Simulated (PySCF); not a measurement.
Computed properties of CH4N2OSi, SMILES N#CO[SiH2]N

CH4N2OSi, SMILES O([SiH2]N)C#N. Geometry: B3LYP-D3(BJ)/def2-SVP. The structure was generated by enumeration, and PubChem lists no compound with its InChIKey, so it may never have been made. One conformer was computed; it need not be the lowest. All values are computed for the isolated molecule unless a solvent is named; none is compared with measurement here.

**Structure.** The optimised structure has Cs symmetry. All 21 harmonic modes at B3LYP-D3(BJ)/def2-SVP (PySCF) are real, so it is a minimum. With heavy atoms numbered as in [N:1]#[C:2][O:3][SiH2:4][NH2:5], the shortest bond between them is N1–C2 at 1.164 Å and the longest O3–Si4 at 1.739 Å.

**Vibrations.** The strongest infrared lines (harmonic, unscaled, degenerate partners summed) lie at 2395 cm⁻¹ (288 km/mol, C 65 %, N 31 %), 927 cm⁻¹ (266 km/mol, H 88 %, Si 9 %), 1207 cm⁻¹ (226 km/mol, O 64 %, N 30 %). The softest mode is at 35 cm⁻¹ and the zero-point energy is 35.4 kcal/mol.

**Electronic structure.** r2SCAN/def2-TZVP (PySCF) places the frontier levels at -7.26 and -0.40 eV, a gap of 6.86 eV, and gives a dipole moment of 6.11 D and a mean polarisability of 51.1 bohr³. PBE/def2-TZVP (PySCF) at the same geometry gives -6.95 and -0.94 eV, so its gap is 0.85 eV narrower. An orbital gap is neither the optical nor the fundamental gap.

**Excitations.** TDA-CAM-B3LYP/def2-SVPD (PySCF) has S1 at 7.21 eV (172 nm, f = 0.047, weak); the most intense of the 10 singlets computed lies at 8.33 eV (f = 0.08). T1 (TDA) is at 6.54 eV, 0.67 eV under S1. TDA-PBE/def2-SVPD (PySCF) puts S1 at 6.00 eV. No vertical singlet excitation falls in the visible range (under 3.1 eV).

**NMR.** GIAO shifts at KT2/pcSseg-1 (PySCF) (non-relativistic, atoms alike by connectivity averaged): ¹³C at 104.7 ppm against TMS; ¹H from 2.1 to 5.2 ppm against TMS; ²⁹Si at -20.6 ppm against TMS.

**Solvation.** SMD-B3LYP/def2-SVP (PySCF) gives -3.7 kcal/mol in water, -5.2 kcal/mol in ethylethanoate, -5.6 kcal/mol in ethanol (1 M in both phases, gas-phase geometry).
